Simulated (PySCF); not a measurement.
Removing an electron from CF3OCF3

Compound: CF3OCF3, C₂F₆O.
Numbering: `[F:1][C:2]([F:3])([F:4])[O:5][C:6]([F:7])([F:8])[F:9]`

Geometry (PBE0-D3(BJ)/def2-SVP, Å), atoms numbered from 1 in this order:
```xyz
9
C2F6O angstrom
F      1.4205    1.6791   -2.0469
C      1.9352    1.0519   -1.0014
F      3.2382    0.9664   -1.1379
F      1.6588    1.7550    0.0825
O      1.4661   -0.2307   -0.8964
C      0.1335   -0.5102   -1.0421
F     -0.2284   -0.4755   -2.3128
F     -0.6254    0.3420   -0.3706
F     -0.0512   -1.7235   -0.5753
```

Level: wB97X-D/def2-SVPD (PySCF). Frontier orbitals with their largest atomic shares (Löwdin; up to four atoms above 4 %):

```
orbital  ε (eV)                          main atoms
 HOMO−3  -14.83           F4 36 %, F3 30 %, F1 28 %
 HOMO−2  -14.83           F7 36 %, F9 30 %, F8 27 %
 HOMO−1  -14.41   O5 49 %, F8 13 %, F1 13 %, F9 5 %
   HOMO  -13.50                                   ?
   LUMO    2.23   C2 21 %, C6 21 %, O5 12 %, F1 9 %
 LUMO+1    3.07  F9 16 %, F3 16 %, O5 12 %, F7 11 %
 LUMO+2    3.46  O5 26 %, F8 14 %, F1 14 %, F3 12 %
```

Task: What vertical ionisation energy does ΔSCF give, and how far is −ε(HOMO) from it?

Result: ΔSCF: 14.20 eV (1370 kJ/mol; threshold wavelength 87.3 nm); ⟨S²⟩ of the doublet left behind is 0.755, against 0.75 for a pure doublet. −ε(HOMO) is 13.50 eV, 0.70 eV below it. For the exact functional −ε(HOMO) would equal the first vertical ionisation energy; wB97X-D (range-separated hybrid) falls short of its own ΔSCF value by 5 %.

Task: On which atoms does the HOMO lie?

Result: O5 (ether oxygen) 63 %, F7 (fluorine of a CF3 group) 10 %, F4 (fluorine of a CF3 group) 10 %, F1 (fluorine of a CF3 group) 5 %, so more than half of it is on one atom. The HOMO−1 lies 0.91 eV lower.

Task: How many of the 10 lowest singlet excitations (vertical TDDFT, same level) lie below the ionisation energy?

Result: All 10; they run from 11.50 to 13.07 eV.

Task: With α = 35.6 au, estimate the like-pair dispersion coefficient by London's formula C6 = (3/4)α²I.

Result: I = 0.5218 Eh, so C6 ≈ 495 au, a rough estimate.

Task: What kinetic energy would electrons from this vertical process carry with He I light (21.218 eV)?

Result: 21.22 − 14.20 = 7.02 eV.

Geometry: PBE0-D3(BJ)/def2-SVP; no solvent, vibrations or thermal averaging.

The pairwise dispersion term of wB97X-D wasn't added to the energies; at a given geometry it leaves orbitals and properties as they are.
